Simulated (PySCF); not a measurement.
# r2SCAN0 on Ag³⁺ (silver, charge +3)

Configuration: [Kr] 4d8, high-spin 3F determinant. All numbers are calculated (PySCF 2.14, the spin-free X2C one-electron Hamiltonian (Gaussian nucleus), in x2c-TZVPPall with one added diffuse shell each of s, p, d, f type (9s7p7d3f1g, 95 functions)).

```
Total energy                        : -5313.02 hartree
One-electron energy                 : -7263.40 hartree
Hartree (Coulomb) energy            : 2099.93 hartree
Exchange-correlation energy         : -149.55 hartree
⟨S²⟩                                : 2.0017
⟨L²⟩                                : 12.021
Sum of ⟨r⟩                          : 25.11 bohr
Sum of ⟨r²⟩                         : 25.92 bohr²
Langevin diamagnetic susceptibility : -20.5 ×10⁻⁶ cm³/mol
Time after the integrals            : about 7 core-seconds
```

| shell | electrons | mean orbital energy (hartree) | spread (hartree) | rms radius, mean of both spins (bohr) |
| --- | --- | --- | --- | --- |
| 1s β | 1 | -935.38329 | 0 | 0.0357 |
| 1s α | 1 | -935.38326 | 0 | 0.0357 |
| 2s α | 1 | -140.18064 | 0 | 0.146 |
| 2s β | 1 | -140.15727 | 0 | 0.146 |
| 2p α | 3 | -125.81381 | 0 | 0.130 |
| 2p β | 3 | -125.79466 | 0 | 0.130 |
| 3s α | 1 | -27.39279 | 0 | 0.393 |
| 3s β | 1 | -27.38557 | 0 | 0.393 |
| 3p α | 3 | -22.61204 | 0 | 0.395 |
| 3p β | 3 | -22.60214 | 0 | 0.395 |
| 3d α | 5 | -15.06229 | 0.01457 | 0.377 |
| 3d β | 5 | -15.04056 | 0.02199 | 0.377 |
| 4s α | 1 | -5.23213 | 0 | 0.968 |
| 4s β | 1 | -5.12464 | 0 | 0.968 |
| 4p α | 3 | -3.81411 | 0 | 1.06 |
| 4p β | 3 | -3.69673 | 0 | 1.06 |
| 4d α | 5 | -1.73344 | 0.05058 | 1.35 |
| 4d β | 3 | -1.67584 | 0 | 1.35 |

Densities and radii are taken from the X2C orbitals without a picture-change correction, which distorts them close to the nucleus.
